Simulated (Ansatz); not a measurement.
```yaml
crystal:
  periodic: [true, true, true]
  atoms:
    - {symbol: C, position_ang: [-1.524836, -0.434195, -0.589459]}
    - {symbol: Sn, position_ang: [0.317107, 0.220472, 0.191586]}
    - {symbol: O, position_ang: [0.666274, -0.623555, 1.907951]}
    - {symbol: O, position_ang: [1.886417, -0.010247, -0.943091]}
    - {symbol: F, position_ang: [0.323245, 2.122462, 0.483959]}
    - {symbol: H, position_ang: [-2.101930, -0.891536, 0.212624]}
    - {symbol: H, position_ang: [-2.059293, 0.423498, -0.994811]}
    - {symbol: H, position_ang: [-1.337840, -1.162180, -1.377502]}
    - {symbol: H, position_ang: [1.572929, -0.518828, 2.208120]}
    - {symbol: H, position_ang: [2.341027, 0.822810, -1.096478]}
basis:
  gaussian: {orbitals: def2-SVPD}
hamiltonian: {xc: {name: revPBE}}
accuracy: high
scf: {lower_state_search: light}
output: {forces: true}
```

```sh
$ ansatz run in.yaml --threads 4 --pin off --events-out ev --progress --plain --max-ram 10444MiB
```

Output, abridged:

```
Error: YAML parse error: error: line 2 column 3: crystal: missing field `lattice` (a structure is typed as `lattice` and `atoms`, a molecule's as `atoms` in Å alone, or read from a run's directory, `checkpoint`)
 --> <input>:2:3
1 | crystal:
2 |   periodic: [true, true, true]
3 |   atoms:
4 |     - {symbol: C, position_ang: [-1.524836, -0.434195, -0.589459]}
```

In this input the molecule is marked periodic without a cell. The program refused the input.
